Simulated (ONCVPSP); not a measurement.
phosphorus: excitation energies, all-electron against ONCV

* Element: P (Z = 15)
* Generator: ONCVPSP 4.0.1
* Type: optimised norm-conserving Vanderbilt (ONCV)
* Functional: PBEsol
* Relativity: scalar-relativistic
* Frozen core: [He]
* Valence charge: 13
* Reference configuration: 2s2 2p6 3s1.5 3p3.5
* Partial waves: 2s+3s: rc 0.70 bohr, ncon 4, nbas 7, qcut 15.8 1/bohr, 3 projectors, debl 1.7 Ha; 2p+3p: rc 0.80 bohr, ncon 4, nbas 7, qcut 16.4 1/bohr, 2 projectors
* Local potential: polynomial inside 0.65 bohr (lpopt 5, dvloc0 0 Ha)
* Core correction: Teter function, fcfact 5.25, rcfact 1.75

Energies are relative to the spin-unpolarised reference configuration 2s2 2p6 3s1.5 3p3.5; without spin polarisation the order of configurations can differ from experiment.

| valence configuration | charge | ΔE all-electron (eV) | error AE − PS (meV) |
| --- | --- | --- | --- |
| 2s2 2p6 3s2 3p3 | 0 | -4.237 | -0.1 |
| 2s2 2p6 3s2 3p0 | +3 | 54.279 | +11 |

(1) What are ΔE and the potential's error for 2s2 2p6 3s2 3p2?

(2) What are ΔE and the potential's error for 2s2 2p6 3s2 3p1?

Results:

(1) ΔE = 5.461 eV all-electron; the error (AE − PS) is +0.9 meV.

(2) ΔE = 24.573 eV all-electron; the error (AE − PS) is +3.7 meV.
